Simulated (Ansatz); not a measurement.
Problem. Predict a relaxed structure of SnEt3Br (C₆H₁₅BrSn), charge 0, singlet, at PBE-D4/def2-SVP (Ansatz).

Solution. 
```xyz
23

Sn   -0.032   -0.018    0.024
C    -1.476    1.393    0.868
C    -1.737    1.161    2.356
H    -2.404    1.281    0.269
H    -1.081    2.413    0.671
H    -2.503    1.864    2.747
H    -2.100    0.130    2.547
H    -0.820    1.306    2.965
C     1.940    0.025    0.969
C     2.828   -1.142    0.538
H     1.756    0.014    2.064
H     2.398    1.007    0.725
H     3.807   -1.123    1.066
H     2.350   -2.118    0.760
H     3.045   -1.118   -0.550
C     0.014   -0.084   -2.164
C    -1.280   -0.620   -2.777
H     0.885   -0.715   -2.435
H     0.239    0.948   -2.509
H    -1.207   -0.680   -3.884
H    -1.515   -1.636   -2.400
H    -2.150    0.028   -2.541
Br   -0.957   -2.316    0.689
```
 This is one stationary point.

In the def2 sets Sn takes a core potential; there is no spin–orbit coupling.
